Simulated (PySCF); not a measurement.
PySCF job for C₃H₉N, SMILES CC(C)N, B3LYP-D3(BJ)/def2-SVP. Geometry: B3LYP-D3(BJ)/def2-SVP. Other conformers were not sampled.

```python
import numpy as np
from pyscf import gto, scf, dft
from pyscf.hessian import thermo

mol = gto.M(
    atom='''
    C     0.09477420   -0.69897664   -1.26299282
    C    -0.35993725    0.03061796   -0.00000000
    C     0.09477421   -0.69897668    1.26299279
    N     0.20778257    1.38003082    0.00000003
    H    -0.30843372   -1.72320775   -1.29791715
    H     1.19487153   -0.74947448   -1.29625423
    H    -0.24703484   -0.17327769   -2.17033594
    H    -1.47389449    0.03620547   -0.00000001
    H    -0.24703485   -0.17327777    2.17033594
    H     1.19487152   -0.74947453    1.29625422
    H    -0.30843373   -1.72320781    1.29791707
    H    -0.11852822    1.89975545    0.81567029
    H    -0.11852821    1.89975548   -0.81567022
    ''',
    basis='def2-SVP',
    charge=0,
    spin=0,
    max_memory=1600,
    verbose=3,
)
mf = dft.RKS(mol, xc='b3lyp').density_fit(auxbasis='def2-universal-jkfit')
mf.disp = 'd3bj'
mf.grids.level = 3
mf.conv_tol = 1e-11
mf.max_cycle = 100
mf.kernel()

# [left out here: the lines that compute and print the analytic Hessian (its translational invariance restored by hand, since the grid's response is missing), thermochemistry and intensities]
```

Output:

```
converged SCF energy = -174.377010888344

WARN: DFTD3 does not support analytical Hessian, using finite difference


WARN: Mole.unit (angstrom) is changed to Bohr

Mode                                 0                   1                   2
Irrep
Freq [cm^-1]                      227.3189            275.5714            298.2284
Reduced mass [au]                   1.0277              1.0713              1.0527
Force const [Dyne/A]                0.0313              0.0479              0.0552
Char temp [K]                     327.0612            396.4859            429.0843
Normal mode                   x     y     z       x     y     z       x     y     z
       0   C                -0.01 -0.02  0.00   -0.03  0.01 -0.01   -0.03  0.03  0.01
       1   C                 0.00  0.00 -0.01    0.00  0.00  0.00   -0.00 -0.00  0.03
       2   C                 0.01  0.02  0.00   -0.03  0.01  0.01    0.03 -0.03  0.01
       3   N                -0.00  0.00 -0.01    0.05 -0.02 -0.00   -0.00  0.00  0.01
       4   H                -0.33  0.11 -0.16    0.28 -0.12  0.17   -0.16  0.08 -0.08
       5   H                -0.02 -0.36  0.16   -0.02  0.34 -0.22   -0.03 -0.12  0.05
       6   H                 0.29  0.17 -0.00   -0.37 -0.19  0.00    0.08  0.14  0.03
       7   H                 0.00  0.00  0.00    0.01  0.03  0.00   -0.00 -0.00  0.03
       8   H                -0.29 -0.17 -0.00   -0.37 -0.19 -0.00   -0.08 -0.14  0.03
       9   H                 0.02  0.36  0.16   -0.02  0.34  0.22    0.03  0.12  0.05
      10   H                 0.33 -0.11 -0.16    0.28 -0.12 -0.17    0.16 -0.08 -0.08
      11   H                 0.22 -0.09  0.13    0.07 -0.00 -0.00   -0.48  0.23 -0.33
      12   H                -0.22  0.09  0.13    0.07 -0.00  0.00    0.48 -0.23 -0.33
Mode                                 3                   4                   5
Irrep
Freq [cm^-1]                      367.6831            408.9998            479.1184
[...]
       4   H                 0.25 -0.08 -0.23   -0.09  0.05  0.17    0.24 -0.04 -0.24
       5   H                -0.05 -0.20 -0.21    0.03 -0.04  0.14   -0.04 -0.29 -0.23
       6   H                 0.17 -0.20 -0.19   -0.17  0.04  0.08    0.08 -0.22 -0.14
       7   H                 0.00  0.00 -0.38    0.02  0.73  0.00    0.02  0.27 -0.00
       8   H                -0.17  0.20 -0.19   -0.17  0.04 -0.08    0.08 -0.22  0.14
       9   H                 0.05  0.20 -0.21    0.03 -0.04 -0.14   -0.04 -0.29  0.23
      10   H                -0.25  0.08 -0.23   -0.09  0.05 -0.17    0.24 -0.04  0.24
      11   H                -0.05 -0.09  0.02    0.06  0.03  0.02    0.04 -0.01  0.03
      12   H                 0.05  0.09  0.02    0.06  0.03 -0.02    0.04 -0.01 -0.03
Mode                                18                  19                  20
Irrep
Freq [cm^-1]                     1410.8541           1458.6747           1464.6851
Reduced mass [au]                   1.6043              1.0453              1.1158
Force const [Dyne/A]                1.8815              1.3104              1.4104
Char temp [K]                    2029.9050           2098.7081           2107.3557
Normal mode                   x     y     z       x     y     z       x     y     z
       0   C                -0.01 -0.01 -0.08    0.03  0.01  0.00    0.00 -0.03 -0.00
       1   C                 0.00  0.00  0.14   -0.00 -0.00  0.03    0.00 -0.00  0.08
       2   C                 0.01  0.01 -0.08   -0.03 -0.01  0.00   -0.00  0.03 -0.00
       3   N                 0.00 -0.00 -0.04    0.00  0.00 -0.01    0.00 -0.00 -0.02
       4   H                 0.08 -0.06  0.23   -0.19  0.10 -0.33   -0.33  0.10  0.04
       5   H                 0.00 -0.07  0.24    0.03  0.02  0.29    0.02  0.41 -0.16
       6   H                -0.08  0.17  0.06   -0.35 -0.32 -0.06    0.25 -0.09 -0.14
       7   H                -0.00 -0.00 -0.43   -0.00  0.00 -0.13   -0.00 -0.00 -0.18
       8   H                 0.08 -0.17  0.06    0.35  0.32 -0.05   -0.25  0.09 -0.14
       9   H                -0.00  0.07  0.24   -0.03 -0.02  0.29   -0.02 -0.41 -0.16
      10   H                -0.08  0.06  0.23    0.19 -0.10 -0.33    0.33 -0.10  0.04
      11   H                -0.09 -0.16  0.04   -0.02 -0.03  0.01   -0.06 -0.09  0.02
      12   H                 0.09  0.16  0.04    0.02  0.03  0.01    0.06  0.09  0.02
Mode                                21                  22                  23
Irrep
Freq [cm^-1]                     1467.6624           1483.8662           1633.7933
Reduced mass [au]                   1.0570              1.0665              1.0987
Force const [Dyne/A]                1.3414              1.3835              1.7279
Char temp [K]                    2111.6395           2134.9530           2350.6648
Normal mode                   x     y     z       x     y     z       x     y     z
       0   C                 0.02 -0.00  0.03    0.02  0.02 -0.02    0.00 -0.00 -0.01
       1   C                 0.02 -0.03 -0.00    0.02  0.05  0.00   -0.03  0.00 -0.00
       2   C                 0.02 -0.00 -0.03    0.02  0.02  0.02    0.00 -0.00  0.01
       3   N                -0.00  0.01 -0.00    0.00 -0.01  0.00    0.00  0.08  0.00
       4   H                -0.37  0.16 -0.26    0.08 -0.01 -0.25    0.01 -0.01  0.05
       5   H                 0.03  0.31  0.02    0.01 -0.23  0.37    0.00 -0.01 -0.02
       6   H                -0.03 -0.34 -0.16   -0.42 -0.13  0.07    0.01  0.04  0.01
       7   H                 0.03  0.04  0.00    0.01 -0.15 -0.00   -0.04 -0.04  0.00
       8   H                -0.03 -0.34  0.16   -0.42 -0.13 -0.07    0.01  0.04 -0.01
       9   H                 0.03  0.31 -0.02    0.01 -0.23 -0.37    0.00 -0.01  0.02
      10   H                -0.37  0.16  0.26    0.08 -0.01  0.25    0.01 -0.01 -0.05
      11   H                 0.02 -0.04  0.04   -0.01 -0.04  0.01    0.10 -0.53  0.39
      12   H                 0.02 -0.04 -0.04   -0.01 -0.04 -0.01    0.10 -0.53 -0.39
Mode                                24                  25                  26
Irrep
Freq [cm^-1]                     2906.8375           3021.5686           3025.8086
Reduced mass [au]                   1.0832              1.0360              1.0373
Force const [Dyne/A]                5.3928              5.5727              5.5954
Char temp [K]                    4182.2920           4347.3645           4353.4649
Normal mode                   x     y     z       x     y     z       x     y     z
       0   C                -0.00 -0.00 -0.00    0.01 -0.01 -0.03    0.01 -0.01 -0.03
       1   C                 0.08 -0.00  0.00   -0.00 -0.00  0.00   -0.00  0.00  0.00
       2   C                -0.00 -0.00  0.00   -0.01  0.01 -0.03    0.01 -0.01  0.03
       3   N                 0.00  0.00  0.00   -0.00 -0.00  0.00   -0.00  0.00 -0.00
       4   H                 0.01  0.02 -0.00    0.14  0.34  0.00    0.13  0.33  0.00
       5   H                 0.03 -0.00  0.00   -0.38  0.02  0.00   -0.38  0.02  0.00
       6   H                 0.01 -0.02  0.02    0.14 -0.22  0.36    0.14 -0.22  0.37
       7   H                -0.95  0.03  0.00    0.00  0.00 -0.00    0.02 -0.00 -0.00
       8   H                 0.01 -0.02 -0.02   -0.14  0.22  0.36    0.14 -0.22 -0.37
       9   H                 0.03 -0.00 -0.00    0.38 -0.02  0.00   -0.38  0.02 -0.00
      10   H                 0.01  0.02  0.00   -0.14 -0.34  0.00    0.13  0.33 -0.00
      11   H                -0.00  0.00 -0.01   -0.00  0.00  0.00   -0.00 -0.00  0.00
      12   H                -0.00  0.00  0.01    0.00 -0.00  0.00   -0.00 -0.00 -0.00
Mode                                27                  28                  29
Irrep
Freq [cm^-1]                     3100.3684           3102.2185           3116.0779
Reduced mass [au]                   1.1033              1.1021              1.1048
Force const [Dyne/A]                6.2486              6.2493              6.3206
Char temp [K]                    4460.7398           4463.4018           4483.3424
Normal mode                   x     y     z       x     y     z       x     y     z
       0   C                -0.03  0.04 -0.03   -0.03  0.04 -0.03   -0.05 -0.04 -0.00
       1   C                -0.00  0.00 -0.00   -0.00  0.00  0.00    0.00  0.00  0.00
       2   C                 0.03 -0.04 -0.03   -0.03  0.04  0.03    0.05  0.04 -0.00
       3   N                 0.00 -0.00  0.00    0.00 -0.00 -0.00   -0.00 -0.00 -0.00
       4   H                -0.12 -0.28 -0.01   -0.12 -0.28 -0.01    0.17  0.45  0.01
       5   H                 0.32 -0.01 -0.01    0.32 -0.01 -0.01    0.46 -0.03 -0.01
       6   H                 0.16 -0.24  0.42    0.16 -0.24  0.41   -0.01 -0.01  0.00
       7   H                 0.00 -0.00  0.00    0.04 -0.00 -0.00   -0.00  0.00 -0.00
       8   H                -0.16  0.24  0.42    0.16 -0.24 -0.41    0.01  0.01  0.00
       9   H                -0.31  0.01 -0.01    0.32 -0.01  0.01   -0.46  0.03 -0.01
      10   H                 0.12  0.28 -0.01   -0.12 -0.28  0.01   -0.17 -0.45  0.01
      11   H                 0.00  0.00 -0.00    0.00 -0.00  0.00    0.00 -0.00  0.00
      12   H                -0.00 -0.00 -0.00    0.00 -0.00 -0.00   -0.00  0.00  0.00
Mode                                30                  31                  32
Irrep
Freq [cm^-1]                     3121.2449           3480.3138           3555.9195
Reduced mass [au]                   1.1040              1.0510              1.0927
Force const [Dyne/A]                6.3366              7.5004              8.1404
Char temp [K]                    4490.7764           5007.3967           5116.1764
Normal mode                   x     y     z       x     y     z       x     y     z
       0   C                -0.05 -0.04 -0.00   -0.00  0.00  0.00   -0.00 -0.00  0.00
       1   C                -0.01 -0.00  0.00    0.00  0.00 -0.00   -0.00  0.00 -0.00
       2   C                -0.05 -0.04  0.00   -0.00  0.00 -0.00    0.00  0.00  0.00
       3   N                 0.00  0.00 -0.00    0.03 -0.05 -0.00   -0.00  0.00 -0.08
       4   H                 0.18  0.46  0.01   -0.00 -0.00 -0.00    0.00 -0.00 -0.00
       5   H                 0.46 -0.03 -0.01   -0.00  0.00  0.00    0.00  0.00 -0.00
       6   H                -0.01 -0.01  0.00    0.00 -0.00 -0.00   -0.00  0.00  0.00
       7   H                 0.06 -0.00 -0.00   -0.01  0.00  0.00    0.00 -0.00  0.00
       8   H                -0.01 -0.01 -0.00    0.00 -0.00  0.00    0.00 -0.00  0.00
       9   H                 0.45 -0.03  0.01   -0.00  0.00 -0.00   -0.00 -0.00 -0.00
      10   H                 0.18  0.46 -0.01   -0.00 -0.00  0.00   -0.00  0.00 -0.00
      11   H                -0.00  0.00  0.00   -0.19  0.34  0.57   -0.21  0.34  0.54
      12   H                -0.00  0.00 -0.00   -0.19  0.34 -0.57    0.21 -0.34  0.54
temperature 298.1500 [K]
pressure 101325.00 [Pa]
Rotational constants [GHz] 8.33547 7.93422 4.64447
Symmetry number 1
Zero-point energy (ZPE) 0.12022 [Eh]   315626.902 [J/mol]
                           tot       elec      trans        rot        vib
Entropy [J/mol/K]       298.161      0.000    159.623    102.352     36.185
Cv [J/mol/K]             82.265      0.000     12.472     12.472     57.321
Cp [J/mol/K]             90.579      0.000     20.786     12.472     57.321
Internal energy [J/mol]                      3718.434   3718.434 322663.533
Internal energy [Eh]   -174.25128  -174.37701
Enthalpy [J/mol]                             6197.391   3718.434 322663.533
Enthalpy [Eh]          -174.25034
Gibbs free energy [J/mol]                  -41394.283 -26797.855 311874.838
Gibbs free energy [Eh] -174.28420
mode   freq/cm-1   IR/(km/mol)
   1      227.32         5.973
   2      275.57         0.155
   3      298.23        33.245
   4      367.68         0.136
   5      409.00         7.838
   6      479.12        10.751
   7      828.31         6.865
   8      841.43       121.254
   9      927.37         0.139
  10      961.04         0.455
  11      997.63         1.826
  12     1039.08         1.344
  13     1159.74        18.155
  14     1201.21         7.790
  15     1259.53         0.111
  16     1369.35         0.006
  17     1374.77        18.021
  18     1402.42        19.630
  19     1410.85        15.941
  20     1458.67         0.091
  21     1464.69         0.033
  22     1467.66         4.984
  23     1483.87         3.114
  24     1633.79        25.596
  25     2906.84        92.287
  26     3021.57        37.584
  27     3025.81         4.493
  28     3100.37        18.795
  29     3102.22        41.911
  30     3116.08         0.001
  31     3121.24        47.408
  32     3480.31         1.256
  33     3555.92         0.048
max |gradient| / (hartree/bohr): 3.878338659107835e-05
APT charges: [ 0.0381  0.424   0.0381 -0.4557 -0.0186 -0.0086 -0.0338 -0.146  -0.0338
 -0.0086 -0.0186  0.1117  0.1117]
```

The run converged.
